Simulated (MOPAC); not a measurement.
A run for MOPAC: AM1 on H4OSiTe (SMILES O[Te][SiH3]), a point of a torsion scan.

```
AM1 1SCF PRECISE CHARGE=0 THREADS=1
H4OSiTe

O      2.00709113 1     0.02349892 1    -0.69052579 1
Te     1.27694191 1    -1.49374652 1     0.41920613 1
Si    -0.43806912 1    -1.99278692 1    -1.31726174 1
H      1.93745612 1     0.84308050 1    -0.20575720 1
H      0.14597065 1    -2.42796366 1    -2.58280047 1
H     -1.22039549 1    -3.07663579 1    -0.73221366 1
H     -1.30440482 1    -0.84228800 1    -1.56847903 1
```

The log:

```
*******************************************************************************
 **                                                                           **
 **                              MOPAC v23.2.5                                **
 **                                                                           **
 *******************************************************************************
 ** MOPAC's Digital Object Identifier: https://doi.org/10.5281/zenodo.6511958 **
 **                                                                           **
 ** Please cite the open-source release paper for use of this MOPAC version:  **
 ** J. E. Moussa and J. J. P. Stewart (2026)                                  **
 ** MOPAC: An open-source semiempirical molecular orbital program             **
 ** J. Open Source Softw., 11(119), 8025, https://doi.org/10.21105/joss.08025 **
 *******************************************************************************

                              AM1 CALCULATION RESULTS

 *******************************************************************************
 *  AM1        - The AM1 Hamiltonian to be used
 *
 *
 *
 *                 CHARGE ON SYSTEM = 0
 *
 *
 *
 *  PRECISE    - TIGHTER CRITERIA TO BE USED
 *  1SCF       - DO 1 SCF AND THEN STOP
 *  THREADS=1  - MULTI-THREADING NOT USED
 *  T=         - A TIME OF 172800.0 SECONDS REQUESTED
 *  DUMP=N     - RESTART FILE WRITTEN EVERY 7200.0 SECONDS REQUESTED
 *******************************************************************************
AM1 1SCF PRECISE CHARGE=0 THREADS=1
 H4OSiTe

   ATOM   CHEMICAL          X               Y               Z
  NUMBER   SYMBOL      (ANGSTROMS)     (ANGSTROMS)     (ANGSTROMS)

     1       O          2.00709113  *   0.02349892  *  -0.69052579  *
     2      Te          1.27694191  *  -1.49374652  *   0.41920613  *
     3      Si         -0.43806912  *  -1.99278692  *  -1.31726174  *
     4       H          1.93745612  *   0.84308050  *  -0.20575720  *
     5       H          0.14597065  *  -2.42796366  *  -2.58280047  *
     6       H         -1.22039549  *  -3.07663579  *  -0.73221366  *
     7       H         -1.30440482  *  -0.84228800  *  -1.56847903  *



          CARTESIAN COORDINATES

    NO.       ATOM           X           Y           Z

     1         O          2.0071      0.0235     -0.6905
     2        Te          1.2769     -1.4937      0.4192
     3        Si         -0.4381     -1.9928     -1.3173
     4         H          1.9375      0.8431     -0.2058
     5         H          0.1460     -2.4280     -2.5828
     6         H         -1.2204     -3.0766     -0.7322
     7         H         -1.3044     -0.8423     -1.5685

  H: (AM1): M.J.S. DEWAR ET AL, J. AM. CHEM. SOC. 107 3902-3909 (1985)
  O: (AM1): M.J.S. DEWAR ET AL, J. AM. CHEM. SOC. 107 3902-3909 (1985)
 Si: (AM1): M.J.S.DEWAR, C. JIE, ORGANOMETALLICS, 6, 1486-1490 (1987).
 Te: (AM1): J. J. P. STEWART, J. MOL. MOD., 10, 155-164 (2004)

           Empirical Formula: H4 O Te Si  =     7 atoms



      MOLECULAR POINT GROUP   :   C1


      RHF CALCULATION, NO. OF DOUBLY OCCUPIED LEVELS = 10


 -------------------------------------------------------------------------------
 AM1 1SCF PRECISE CHARGE=0 THREADS=1
 H4OSiTe



     1SCF WAS SPECIFIED, SO BFGS WAS NOT USED
     SCF FIELD WAS ACHIEVED


                              AM1 CALCULATION
                                                       MOPAC v23.2.5 Linux




          FINAL HEAT OF FORMATION =        -27.66935 KCAL/MOL =    -115.76857 KJ/MOL


          COSMO AREA              =        125.99 SQUARE ANGSTROMS
          COSMO VOLUME            =        119.17 CUBIC ANGSTROMS

          IONIZATION POTENTIAL    =          7.372642 EV
          HOMO LUMO ENERGIES (EV) =         -7.373 -1.613
          NO. OF FILLED LEVELS    =         10
          MOLECULAR WEIGHT        =        175.7165         POINT GROUP:  C1

          MOLECULAR DIMENSIONS (Angstroms)

            Atom       Atom       Distance
            H     6    H     4     5.06096
           Te     2    H     7     3.05205
            H     5   Te     2     2.06816


          SCF CALCULATIONS        =          1





   ATOM   CHEMICAL          X               Y               Z
  NUMBER   SYMBOL      (ANGSTROMS)     (ANGSTROMS)     (ANGSTROMS)

     1       O          2.00709113  *   0.02349892  *  -0.69052579  *
     2      Te          1.27694191  *  -1.49374652  *   0.41920613  *
     3      Si         -0.43806912  *  -1.99278692  *  -1.31726174  *
     4       H          1.93745612  *   0.84308050  *  -0.20575720  *
     5       H          0.14597065  *  -2.42796366  *  -2.58280047  *
     6       H         -1.22039549  *  -3.07663579  *  -0.73221366  *
     7       H         -1.30440482  *  -0.84228800  *  -1.56847903  *

                             CARTESIAN COORDINATES

   1    O        2.007091130     0.023498920    -0.690525790
   2   Te        1.276941910    -1.493746520     0.419206130
   3   Si       -0.438069120    -1.992786920    -1.317261740
   4    H        1.937456120     0.843080500    -0.205757200
   5    H        0.145970650    -2.427963660    -2.582800470
   6    H       -1.220395490    -3.076635790    -0.732213660
   7    H       -1.304404820    -0.842288000    -1.568479030


           Empirical Formula: H4 O Te Si  =     7 atoms



      MOLECULAR POINT GROUP   :   C1


                  EIGENVALUES
 -35.93258 -23.70181 -16.85677 -15.68114 -13.19858 -13.13616 -12.62984 -12.11632
  -9.69371  -7.37264  -1.61321  -0.58245   1.32100   1.35866   1.95405   5.57866


              NET ATOMIC CHARGES AND DIPOLE CONTRIBUTIONS

  ATOM NO.   TYPE          CHARGE      No. of ELECS.   s-Pop       p-Pop
    1          O          -0.480991        6.4810     1.89065     4.59034
    2         Te           0.265465        5.7345     1.94807     3.78647
    3         Si           0.357757        3.6422     0.89704     2.74520
    4          H           0.202262        0.7977     0.79774
    5          H          -0.108597        1.1086     1.10860
    6          H          -0.120302        1.1203     1.12030
    7          H          -0.115595        1.1156     1.11560
 DIPOLE           X         Y         Z       TOTAL
 POINT-CHG.    -0.526    -1.052     2.308     2.590
 HYBRID        -0.617     1.027    -1.096     1.624
 SUM           -1.143    -0.025     1.211     1.666


          ATOMIC ORBITAL ELECTRON POPULATIONS

     Atom    s        px        py        pz
    1  O   1.89065   1.88501   1.24508   1.46025
    2 Te   1.94807   1.36551   1.21868   1.20228
    3 Si   0.89704   0.91970   0.89725   0.92825
    4  H   0.79774
    5  H   1.10860
    6  H   1.12030
    7  H   1.11560

 **********************
 *                    *
 * JOB ENDED NORMALLY *
 *                    *
 **********************




 == MOPAC DONE ==
```

The run finished.

Cost: very roughly 0.03 core-seconds.
